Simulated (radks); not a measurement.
Results of a calculation; reference values are marked as such.
Task: Valence configurations of neutral gold (all share [Xe]). Code: a radial shooting solver on a logarithmic mesh with Libxc functionals. Model: Dirac Kohn-Sham, PBE, spin-unpolarised, spherical densities, finite nucleus; open shells are shared between the two j in proportion to 2j + 1; Fermi nuclear charge, rms radius 5.4371 fm. Order these by energy: 4f14 5d9 6s2; 4f12 5d10 6s1 6p2; 4f14 5d10 6s1; 4f12 5d10 6s2 6p1; 4f13.5 5d10 6s1 6p0.5; 4f14 5d8.5 6s1.5 6p1; 4f13 5d10 6s2; 4f14 5d10 6s0.5 6p0.5; 4f14 5d9.5 6s1.5; 4f13 5d10 6s1 6p1.

Result: From the lowest, in eV above it: 4f14 5d10 6s1 0.000; 4f14 5d9.5 6s1.5 0.715; 4f14 5d9 6s2 1.720; 4f14 5d10 6s0.5 6p0.5 2.528; 4f14 5d8.5 6s1.5 6p1 9.038; 4f13.5 5d10 6s1 6p0.5 41.868; 4f13 5d10 6s2 81.772; 4f13 5d10 6s1 6p1 87.573; 4f12 5d10 6s2 6p1 184.03; 4f12 5d10 6s1 6p2 190.94. NIST lists [Xe] 4f14 5d10 6s1 as the ground configuration; this level of theory agrees among the configurations tried. The energies are those of spherical spin-averaged densities, not of single terms.
